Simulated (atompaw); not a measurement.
## Reading a pseudo-wave (scandium)

Columns: radius, all-electron u(r) and pseudo u(r) of the 4s shell (level -4.48 eV) of scandium in the configuration [Ne] 3s2 3p6 3d1 4s1.75 4p0.25; LDA (PW92), scalar-relativistic, PAW (atompaw) scheme, atompaw 4.2.0.5.

```
r (bohr)  all-electron   pseudo
   0.098        0.0045  -0.0738
   0.196        0.1469  -0.1433
   0.294        0.1303  -0.2046
   0.392        0.0266  -0.2542
   0.490       -0.0912  -0.2894
   0.588       -0.1852  -0.3083
   0.687       -0.2427  -0.3101
   0.785       -0.2624  -0.2951
   0.883       -0.2511  -0.2645
   0.981       -0.2161  -0.2205
   1.079       -0.1649  -0.1658
   1.177       -0.1035  -0.1035
   1.275       -0.0368  -0.0368
   1.373        0.0315   0.0315
   1.471        0.0987   0.0987
   1.569        0.1631   0.1631
   1.667        0.2234   0.2234
   1.765        0.2789   0.2789
   1.863        0.3292   0.3292
   1.962        0.3746   0.3746
   2.060        0.4142   0.4142
   2.158        0.4487   0.4487
   2.256        0.4783   0.4783
   2.354        0.5033   0.5033
   2.452        0.5240   0.5240
   2.550        0.5408   0.5408
```

(1) How many radial nodes do the two functions have?

(2) At about which radius was the pseudo-wave matched?

(3) Is the pseudo-wave norm-conserving?

Answers

(1) The all-electron 4s function has n − l − 1 = 3 (the table is too coarse to show those close to the nucleus); the pseudo-wave has 1, since 1 lower shell of the same l stays in the valence.

(2) 1.55 bohr. The columns agree to 0.0005 from 1.18 bohr on; several derivatives are matched, so the curves merge somewhat inside the radius.

(3) No, it belongs to a PAW set: the norm inside the radius is not constrained, and the difference is carried by the augmentation charge.
